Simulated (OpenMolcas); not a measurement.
## Ionisation energies of calcium

| Quantity | Value |
| --- | --- |
| Program | OpenMolcas |
| Basis | ANO-RCC-VQZP [7s6p3d2f1g] |
| Scalar Hamiltonian | DKH2, point nucleus |
| Spin-orbit coupling | RASSI with atomic mean-field integrals over the reference wave functions, term energies averaged over their components |

Active shells in each charge state: the valence s, p, d shells, with orbitals averaged over the low states. Where CASPT2's correlated closed shells are named, they are those of the first ion.

A. CASSCF
B. SS-CASPT2, IPEA 0.25 Eh, imaginary shift 0.1 Eh (closed shells correlated: 3s 3p)
C. SS-CASPT2, IPEA 0 Eh, imaginary shift 0.1 Eh (closed shells correlated: 3s 3p)
D. SS-CASPT2, IPEA 0.25 Eh, imaginary shift 0.1 Eh (closed shells correlated: none)
E. SS-CASPT2, IPEA 0.25 Eh, imaginary shift 0.1 Eh (closed shells correlated: 2s 2p 3s 3p)

Energies in eV between the lowest computed levels, named as in B; reference values from the NIST Atomic Spectra Database with their kind.

```
         From             To       A       B       C       D       E  Spin-orbit share in B          Reference
   Ca 4s2 1S0  Ca+ 4s 2S 1/2   5.880   6.001   5.990   5.929   6.001                 +0.000   6.113 (measured)
Ca+ 4s 2S 1/2   Ca2+ 3p6 1S0  11.308  11.781  11.817  11.308  11.786                 +0.000  11.872 (measured)
```

Error against the reference values, in %:

| From | Reference | A | B | C | D | E |
| --- | --- | --- | --- | --- | --- | --- |
| Ca | measured | -3.8 | -1.8 | -2.0 | -3.0 | -1.8 |
| Ca+ | measured | -4.8 | -0.8 | -0.5 | -4.8 | -0.7 |

Mean absolute error over the 2 measured values: A 0.40 eV, B 0.10 eV, C 0.09 eV, D 0.37 eV, E 0.10 eV.

The lowest level within the active space need not be the ion's true ground level.
